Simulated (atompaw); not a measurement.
**Scattering properties, PAW (atompaw) potential for Mn**

Mn, PAW, made with atompaw 4.2.0.5 (PBEsol, scalar-relativistic). Core [Ar], reference 3d5 4s2 4p0. Waves: 4s (bound): rc 3.00 bohr; 4s channel at 4.5 Ry: rc 3.00 bohr; 4p (bound, empty): rc 3.00 bohr; 4p channel at 4.85 Ry: rc 3.00 bohr; 3d (bound): rc 2.15 bohr; 3d channel at 3.3 Ry: rc 2.15 bohr. Local part: bessel scheme, radius 1.92 bohr. Core correction: smooth core density matched at 2.70 bohr. Augmentation charge: sinc compensation charge, radius 2.40 bohr; PAW radius 3.00 bohr; waves and projectors: custom polynom gramschmidtortho.

The phase is arctan(r·u′/u) with u = r·R(r), unwrapped; energies in Ry, scanned from -2 to 5 Ry. A pole is an energy at which the radial function vanishes at the test radius. The pseudo phase is shifted by a multiple of π to meet the all-electron one at the reference energy, and phase errors are pseudo minus all-electron; the curves can meet again beyond the range given. Levels narrower than the energy grid can be missing from the lists of poles.

**Question.** For each channel, where are the poles, and over which energies does the pseudopotential scatter like the atom?

**Answer.**

| channel | radius (bohr) | reference energy (Ry) | poles, all-electron | poles, pseudo | unbroken range about the reference energy with phases within 0.05 rad | phase error 1 Ry above the reference energy (rad) |
| --- | --- | --- | --- | --- | --- | --- |
| s | 3.00 | -0.38 | 0.76 | 0.75 | the whole range | -0.001 |
| p | 3.00 | -0.10 | 1.56 | 1.54 | the whole range | -0.003 |
| d | 3.00 | -0.50 | -0.42, 2.99 | -0.42, 3.00 | below 0.8 | +0.020 |

Phases in the p channel:

```json
{"E (Ry)": "-2.00", "all-electron": "1.309", "pseudo": "1.308"}
{"E (Ry)": "-1.76", "all-electron": "1.288", "pseudo": "1.287"}
{"E (Ry)": "-1.52", "all-electron": "1.261", "pseudo": "1.260"}
{"E (Ry)": "-1.28", "all-electron": "1.225", "pseudo": "1.224"}
{"E (Ry)": "-1.04", "all-electron": "1.175", "pseudo": "1.174"}
{"E (Ry)": "-0.80", "all-electron": "1.101", "pseudo": "1.100"}
{"E (Ry)": "-0.56", "all-electron": "0.979", "pseudo": "0.979"}
{"E (Ry)": "-0.32", "all-electron": "0.749", "pseudo": "0.749"}
{"E (Ry)": "-0.08", "all-electron": "0.257", "pseudo": "0.257"}
{"E (Ry)": "0.16", "all-electron": "-0.516", "pseudo": "-0.517"}
{"E (Ry)": "0.40", "all-electron": "-1.028", "pseudo": "-1.030"}
{"E (Ry)": "0.64", "all-electron": "-1.268", "pseudo": "-1.271"}
{"E (Ry)": "0.88", "all-electron": "-1.397", "pseudo": "-1.400"}
{"E (Ry)": "1.12", "all-electron": "-1.477", "pseudo": "-1.480"}
{"E (Ry)": "1.36", "all-electron": "-1.534", "pseudo": "-1.537"}
{"E (Ry)": "1.60", "all-electron": "-1.578", "pseudo": "-1.581"}
{"E (Ry)": "1.84", "all-electron": "-1.615", "pseudo": "-1.619"}
{"E (Ry)": "2.08", "all-electron": "-1.650", "pseudo": "-1.654"}
{"E (Ry)": "2.32", "all-electron": "-1.684", "pseudo": "-1.689"}
{"E (Ry)": "2.56", "all-electron": "-1.721", "pseudo": "-1.726"}
{"E (Ry)": "2.80", "all-electron": "-1.764", "pseudo": "-1.770"}
{"E (Ry)": "3.04", "all-electron": "-1.817", "pseudo": "-1.825"}
{"E (Ry)": "3.28", "all-electron": "-1.892", "pseudo": "-1.901"}
{"E (Ry)": "3.52", "all-electron": "-2.007", "pseudo": "-2.020"}
{"E (Ry)": "3.76", "all-electron": "-2.217", "pseudo": "-2.236"}
{"E (Ry)": "4.00", "all-electron": "-2.657", "pseudo": "-2.684"}
{"E (Ry)": "4.24", "all-electron": "-3.419", "pseudo": "-3.438"}
{"E (Ry)": "4.48", "all-electron": "-3.989", "pseudo": "-3.993"}
{"E (Ry)": "4.72", "all-electron": "-4.257", "pseudo": "-4.257"}
{"E (Ry)": "4.96", "all-electron": "-4.395", "pseudo": "-4.395"}
```
